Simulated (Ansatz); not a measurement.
## Energy profile

The step: SiNH₅ ([NH2][SiH3]) + HF + HF → SiNH₄F ([NH2][SiH2][F]) + HF + H₂; bonds formed: Si1–F7, H2–H8, H6–F9; bonds broken: Si1–H2, H6–F7, H8–F9 (atoms numbered as in the saddle structure below).

Si1  (-0.331, -0.676, 0.089)
H2  (1.153, -0.366, 0.795)
H3  (-0.089, -1.598, -1.040)
H4  (-0.474, -1.585, 1.274)
N5  (-1.679, 0.306, 0.353)
H6  (1.328, 0.933, -0.997)
F7  (0.221, 0.714, -1.176)
H8  (1.747, 0.143, 0.282)
F9  (2.340, 0.891, -0.498)
H10  (-2.301, 0.129, 1.120)
H11  (-1.916, 1.108, -0.202)
(Å)

Electronic energies by CCSD(T) at an estimated basis limit (MP2 extrapolated from triple and quadruple zeta, plus CCSD(T) − MP2 in triple zeta), on PBE0-D4/def2-TZVP structures; SiNH₇F₂, singlet; no counterpoise correction. Computed with Ansatz 0.2.0 (basis: def2-TZVPP and def2-QZVPP); correlated methods freeze the cores. Extrapolation: Hartree–Fock as exp(−7.88 √X), correlation as X^−2.97.

(1) Give the profile in kcal/mol, counted from the separated reactants. (Judge from chemistry; the value comes from the calculation.)

No T1 diagnostic of these runs exceeds 0.012.

Results:

(1) The calculation gives:
```csv
point,kcal/mol
"separated: SiNH₅ (linked as [NH2][SiH3]; Si1, H2, H3, H4, N5, H10, H11; singlet) + HF (H6, F7; singlet) + HF (H8, F9; singlet)",0.00
start structure,-10.74
saddle,17.67
end structure,-39.85
"separated: SiNH₄F (linked as [NH2][SiH2][F]; Si1, H3, H4, N5, F7, H10, H11; singlet) + H₂ (H2, H8; singlet) + HF (H6, F9; singlet)",-33.01
```

For scale, one of the runs: CCSD(T)/def2-TZVPP, 233 basis functions, launched by `ansatz run in.yaml --threads 4 --pin off --events-out ev --progress --plain --max-ram 9574MiB`. Time: 2.3 min of wall clock on 4 CPU threads of an Intel Xeon; the host was shared. Peak host memory: 4.3 GiB.
